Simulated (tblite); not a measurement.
Compound: C4H9AlCl2.
Atom-mapped SMILES: `[CH3:1][C:2]([CH3:3])([CH3:4])[Al:5]([Cl:6])[Cl:7]` (hydrogens: H8, H9, H10 on C1; H11, H12, H13 on C3; H14, H15, H16 on C4)

Computed with GFN2-xTB (tblite), gas phase: L-BFGS steps from a force-field or distance-geometry start until the largest atomic force falls under 0.01 eV/Å.

Geometry at step 16:
```
atom  x, y, z in Å
C1     -0.0679   -0.8135   -1.2751
C2     -0.0450    0.0254    0.0250
C3     -0.7300    1.3747   -0.2327
C4     -0.8768   -0.7316    1.0748
Al5     1.9423    0.2502    0.5150
Cl6     2.8412   -1.3059    1.4794
Cl7     3.0742    1.8886    0.0491
H8     -0.9533   -1.4487   -1.3617
H9      0.8025   -1.4678   -1.2850
H10    -0.0246   -0.1755   -2.1558
H11    -0.0453    2.0488   -0.7409
H12    -1.0031    1.8434    0.7109
H13    -1.6397    1.2991   -0.8421
H14    -1.9481   -0.5408    0.9410
H15    -0.7053   -1.8011    0.9969
H16    -0.6287   -0.4363    2.0896
```

Q: What forces act on the atoms?

A: 
```
atom  Fx (eV/Å)  Fy (eV/Å)  Fz (eV/Å)
  C1      0.089     -0.059     -0.120
  C2     -0.516      0.035     -0.169
  C3     -0.006      0.240     -0.004
  C4     -0.043     -0.085      0.137
 Al5     -0.079      0.063      0.147
 Cl6      0.001      0.028     -0.044
 Cl7     -0.157     -0.141      0.008
  H8     -0.010      0.234      0.097
  H9      0.029     -0.206     -0.136
 H10      0.085      0.019      0.012
 H11      0.050      0.116     -0.146
 H12      0.016      0.017      0.053
 H13      0.213     -0.215      0.148
 H14      0.210     -0.089     -0.149
 H15      0.039     -0.077      0.038
 H16      0.081      0.120      0.128
```

The largest, 0.54 eV/Å, acts on C2; the rms over all components is 0.137 eV/Å. The forces sum to zero within rounding, as they must for an isolated molecule in no field.

Q: Give the force on C2 in Eh/bohr and in nN.

A: 0.544 eV/Å ÷ 51.422 = 0.01058 Eh/bohr, and 0.544 eV/Å × 1.602 = 0.87 nN.

Q: How far is this geometry from the end of the optimisation?

A: 0.196 eV above it, and 0.330 Å rms away after alignment. The bonds farthest from their final lengths, with half the difference of the two atoms' forces along the bond (positive lengthens):

| bond | now (Å) | final (Å) | force along bond (eV/Å) |
| --- | --- | --- | --- |
| C2–Al5 | 2.059 | 2.046 | +0.25 |
| C1–C2 | 1.547 | 1.537 | 0.00 |
| Al5–Cl7 | 2.045 | 2.036 | -0.09 |
| C3–H13 | 1.098 | 1.091 | -0.12 |
| C4–H14 | 1.096 | 1.091 | -0.11 |
| C2–C4 | 1.539 | 1.534 | +0.01 |

The angle farthest from its final value is C4–C2–Al5, 114.4° against 109.6°.

Of the 2 listed bonds off by 0.010 Å or more, this force points towards the final length in 0.

What follows is the cost of the whole relaxation. Time: 0.56 s of wall time. Hardware: an Arm Neoverse V1 with one thread, no GPU, shared host.
